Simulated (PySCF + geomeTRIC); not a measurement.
Species: H3O2Si, SMILES `[O][SiH2]O` (O–Si–O–H torsion 179°) (charge 0, multiplicity 2).

Problem. Give a relaxed geometry from PBE0-D4/def2-TZVP in PySCF + geomeTRIC.

Solution. This is not unique; one that fits is the end point of this relaxation, one of several conformers (outside a Z-matrix the atoms follow the SMILES, hydrogens last).
Z-matrix (Å, degrees):
```
Si
O 1 1.6335
H 2 0.9575 1 119.96
O 1 1.6438 2 111.92 3 -179.50
H 1 1.4894 2 111.54 3 -62.31
H 1 1.4894 5 111.73 4 112.99
```
